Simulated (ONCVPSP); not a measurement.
**Which change was made? (P, ONCV)**

ONCVPSP 4.0.1 input, shortened (lines: element, Z, core and valence counts, functional; n l f; lmax; l rc ep ncon nbas qcut; lloc lpopt rc5 dvloc0; l nproj debl; icmod fcfact rcfact), PBEsol, scalar-relativistic:

```
  P 15.00    3    2  -116133      upf
    1    0    2.00
    2    0    2.00
    2    1    6.00
    3    0    2.00
    3    1    1.00
    2
    0    1.35    0.00    3    6    3.80
    1    1.40    0.00    4    8    4.80
    2    1.15    0.43    5    9    8.30
    4    5    0.95    0.00
    0    3    3.00
    1    2    2.60
    2    3    2.10
    0    0.00    0.00
```

Cutoffs, loose and tight: the cutoffs (Ha) at which the residual kinetic energy of the hardest occupied pseudo-wave falls to 1 and 0.1 mHa per electron. They do not see the model core or the augmentation charge, which bear on the density cutoff. Test errors are all-electron minus pseudo excitation energies from the reference, over the configurations 3s2 3p3; 3s2 3p2; 3s2 3p0; 3s0 3p5; variants that change the core or the reference have their own tests.

The base gives: outcome: generated; cutoff, loose: 21 Ha; cutoff, tight: 45 Ha; bound ghosts: s, d; GHOST(+) flags above zero: s, d; largest test error (meV): +15.

Task: After one change the result is: outcome: generated; cutoff, loose: 130 Ha; cutoff, tight: 154 Ha; bound ghosts: s, p, d; GHOST(+) flags above zero: s, p, d; largest test error (meV): +14. Which change was it?
A. all radii scaled by about 1.32 (s 1.78, p 1.84, d 1.52 bohr); local potential polynomial inside 1.26 bohr (lpopt 5, dvloc0 0 Ha)
B. all radii scaled by about 0.78 (s 1.06, p 1.10, d 0.90 bohr); local potential polynomial inside 0.74 bohr (lpopt 5, dvloc0 0 Ha)
C. all radii scaled by about 0.94 (s 1.28, p 1.32, d 1.08 bohr); local potential polynomial inside 0.90 bohr (lpopt 5, dvloc0 0 Ha)
D. all radii scaled by about 0.85 (s 1.14, p 1.18, d 0.98 bohr); local potential polynomial inside 0.80 bohr (lpopt 5, dvloc0 0 Ha)
E. all radii scaled by about 1.17 (s 1.58, p 1.64, d 1.34 bohr); local potential polynomial inside 1.12 bohr (lpopt 5, dvloc0 0 Ha)

Result: D. The others give: all radii scaled by about 1.17 (s 1.58, p 1.64, d 1.34 bohr); local potential polynomial inside 1.12 bohr (lpopt 5, dvloc0 0 Ha) → outcome: generated; cutoff, loose: 21 Ha; cutoff, tight: 39 Ha; bound ghosts: d; GHOST(+) flags above zero: s, d; largest test error (meV): +24 | all radii scaled by about 0.78 (s 1.06, p 1.10, d 0.90 bohr); local potential polynomial inside 0.74 bohr (lpopt 5, dvloc0 0 Ha) → outcome: generated; cutoff, loose: 160 Ha; cutoff, tight: 201 Ha; bound ghosts: s, p, d; GHOST(+) flags above zero: s, d; largest test error (meV): +13 | all radii scaled by about 1.32 (s 1.78, p 1.84, d 1.52 bohr); local potential polynomial inside 1.26 bohr (lpopt 5, dvloc0 0 Ha) → outcome: generated, projector energies reset by the program; cutoff, loose: 12 Ha; cutoff, tight: 30 Ha; bound ghosts: none; GHOST(+) flags above zero: s; largest test error (meV): +38 | all radii scaled by about 0.94 (s 1.28, p 1.32, d 1.08 bohr); local potential polynomial inside 0.90 bohr (lpopt 5, dvloc0 0 Ha) → outcome: generated; cutoff, loose: 19 Ha; cutoff, tight: 107 Ha; bound ghosts: s; GHOST(+) flags above zero: s, p, d; largest test error (meV): +14.
